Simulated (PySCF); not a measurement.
PySCF 2.14 output of an unrestricted PBE calculation on a single atom or ion in def2-QZVPPD with the def2 core potential (60 electrons), with scalar relativity through the core potential:

```
SCF conv_tol = 1e-09
number electrons alpha = 6  beta = 4
    J. P. Perdew, K. Burke, and M. Ernzerhof.,  Phys. Rev. Lett. 77, 3865 (1996)
    J. P. Perdew, K. Burke, and M. Ernzerhof.,  Phys. Rev. Lett. 78, 1396 (1997)
    J. P. Perdew, K. Burke, and M. Ernzerhof.,  Phys. Rev. Lett. 77, 3865 (1996)
    J. P. Perdew, K. Burke, and M. Ernzerhof.,  Phys. Rev. Lett. 78, 1396 (1997)
cycle= 1 E= -47.086190866252  delta_E= -0.00343  |g|= 0.0109  |ddm|= 0.176
cycle= 2 E= -47.0862280015633  delta_E= -3.71e-05  |g|= 0.00483  |ddm|= 0.0176
cycle= 3 E= -47.0862378741731  delta_E= -9.87e-06  |g|= 0.000554  |ddm|= 0.0111
cycle= 4 E= -47.0862391088447  delta_E= -1.23e-06  |g|= 0.0014  |ddm|= 0.0247
cycle= 5 E= -47.086237735782  delta_E= 1.37e-06  |g|= 6.04e-05  |ddm|= 0.0192
cycle= 6 E= -47.0862377334475  delta_E= 2.33e-09  |g|= 3.99e-05  |ddm|= 0.00148
cycle= 7 E= -47.0862377320757  delta_E= 1.37e-09  |g|= 9.32e-06  |ddm|= 0.000704
cycle= 8 E= -47.0862377319991  delta_E= 7.66e-11  |g|= 2.65e-07  |ddm|= 0.000136
converged SCF energy = -47.0862377319991  <S^2> = 2.0006684  2S+1 = 3.0004456
```

The run itself started from symmetry-adapted Hartree-Fock orbitals and held the occupation by maximum overlap, on a logarithmic radial grid, so the iterations belong to that start.

Q: Which element, charge and spin multiplicity is this?

A: Hf²⁺ (hafnium, charge +2), multiplicity 3; the state was [Xe] 4f14 5d2, high-spin 3F determinant.

Energies and moments cover only the electrons outside the core potential. Spin-orbit coupling, absent here, splits the open shell strongly.
